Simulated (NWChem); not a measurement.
A series in which one site is exchanged, each optimised at PBE0/def2-SVP with NWChem, gas phase unless a solvent is named. All stand in one matching conformer (torsions within 35°), which need not be the lowest. For some, no frequency run checked for a minimum. def2 effective core potentials on In; no spin-orbit coupling.

A: OBO (H₃BO₂; site = B)
B: [InH]([OH])[OH] (InH₃O₂; site = In)
C: [OH][GaH][OH] (GaH$_{3}$O$_{2}$; site = Ga)

| quantity | A | B | C |
|---|---|---|---|
| dipole (D), PBE0/def2-SVP | ? | 2.24 | 1.75 |
| orbital gap (eV), PBE0/def2-SVP | ? | 7.03 | 8.09 |
| static polarisability, B3LYP/def2-SVPD (bohr³) | ? | 45.4 | 37.3 |
| lowest singlet excitation, B3LYP/def2-SVPD, TDA (eV) | ? | 5.33 | 6.56 |

Complete the blanks.


- dipole (D), PBE0/def2-SVP, A: 1.64
- orbital gap (eV), PBE0/def2-SVP, A: 10.57
- static polarisability, B3LYP/def2-SVPD (bohr³), A: 25.2
- lowest singlet excitation, B3LYP/def2-SVPD, TDA (eV), A: 8.06
